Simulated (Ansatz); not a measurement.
C2H9B2N, relaxed with RKS PBE0-D4/def2-TZVP in Ansatz from a PBE-D4/def2-SVP geometry. The force threshold is 0.005 eV/Å; the program also tests the step.

Charge 0, multiplicity 1. The bonds changed during the relaxation, so this is another structure than the one it started from.

Start:

```xyz
14

B     1.024    1.421   -1.212
C     1.040    0.035   -0.505
C    -0.257   -0.699   -0.200
B    -0.658   -1.285    1.217
N    -1.258    0.093    0.603
H     2.037    1.877   -1.712
H     0.025    2.126   -1.210
H     1.559    0.299    0.461
H     1.769   -0.670   -0.963
H    -0.742   -1.100   -1.108
H     0.107   -1.073    2.147
H    -1.490   -2.172    1.301
H    -0.943    1.007    0.944
H    -2.214    0.142    0.237
```

```tsv
step	energy (eV)	largest force (eV/Å)	largest move (Å)
1	-5057.8426	0.685	0.000
2	-5057.8926	0.191	0.031
3	-5057.8970	0.109	0.017
4	-5057.8979	0.045	0.015
5	-5057.8981	0.041	0.026
6	-5057.8985	0.022	0.025
7	-5057.8986	0.020	0.019
8	-5057.8988	0.018	0.030
9	-5057.8988	0.014	0.016
10	-5057.8989	0.007	0.015
11	-5057.8989	0.003	0.005
```

End:

```xyz
14

B     1.010    1.404   -1.232
C     1.037    0.053   -0.472
C    -0.254   -0.678   -0.194
B    -0.653   -1.289    1.193
N    -1.237    0.100    0.627
H     2.020    1.869   -1.678
H    -0.001    2.046   -1.337
H     1.530    0.303    0.489
H     1.756   -0.643   -0.921
H    -0.740   -1.043   -1.096
H     0.103   -1.118    2.112
H    -1.486   -2.151    1.254
H    -0.907    0.985    0.984
H    -2.178    0.162    0.271
```

Run time 36 s (4 threads of an Arm Neoverse V1 on a shared host); peak host memory 0.51 GiB.
